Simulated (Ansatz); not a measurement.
Gas-phase electronic energies from Ansatz, PBE0-D4/def2-TZVP geometries. CCSD(T)/CBS is the MP2 limit (def2-TZVPP, def2-QZVPP) plus CCSD(T) − MP2 in def2-TZVPP, frozen cores. This one scheme is used for every species, atoms too. DFT in def2-TZVPP. Open shells (•) are unrestricted, without spin–orbit coupling. Spin–orbit coupling would lower the free atoms: a little for F, O; strongly for Sn. def2 core potentials past Kr. Bonds to Sn are less sure, by a few kJ/mol each and by 10 to 20 or more in all where they break to atoms, as the def2 sets lack core-valence functions. One conformer a species, not always the lowest.

Reaction (atomization): `[NH2][SnH]([OH])[F]` → F• + 4 H• + N• + O• + Sn•

```
        level  ΔE (kJ/mol)
          PBE       2585.7
CCSD/def2-SVP       2273.9
```

**Question.** What does CCSD(T)/CBS give? (An estimate is asked.)

**Answer.** Ansatz gave: +2586.6 kJ/mol. The listed levels differ from it by -0.9, -312.7 kJ/mol.

Largest T1 diagnostic among the species: 0.014.

The D4 term adds +21.7 kJ/mol with B3LYP and +11.3 kJ/mol with PBE0; it sums over pairs of atoms, weighted by their polarisabilities, and B3LYP, whose exchange is more repulsive, gets the larger term. From r2SCAN to r2SCAN0 (25 % exact exchange), in def2-TZVPP and without D4, ΔE moves by −80.5 kJ/mol: exact exchange takes away binding that semilocal exchange gives to molecules.

B3LYP here is the variant with VWN-RPA as its local correlation; programs differ in this.

For atomizations the MP2-based limit and the directly extrapolated one differ by several kJ/mol either way, and by 10 to 25 for some Ge, Se and Sn compounds, so smaller differences from it don't rank the levels.
